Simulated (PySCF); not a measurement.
## Radial density of Kr²⁺ (krypton, charge +2)

PBE0, [Ar] 3d10 4s2 4p4, high-spin 3P determinant. Calculation: PySCF 2.14, in def2-SVP; no relativity, point nucleus.

```
r (bohr)  4πr²ρ (e/bohr)  4πr²(ρα − ρβ)
0.000777          0.2269         0.0000
 0.00131          0.6270         0.0000
 0.00220           1.675         0.0000
 0.00370           4.232         0.0000
 0.00622           10.02         0.0001
  0.0105           20.88         0.0006
  0.0176           35.69         0.0032
  0.0296           44.16         0.0157
  0.0498           38.23         0.0573
  0.0837           41.31         0.1195
   0.141           52.76         0.0610
   0.237           32.35         0.0199
   0.398           36.48         0.3024
   0.670           21.50         0.0001
    1.13           5.761         1.0543
    1.90           3.256         1.1060
    3.19          0.3323         0.1349
    5.36        0.002252         0.0010
```
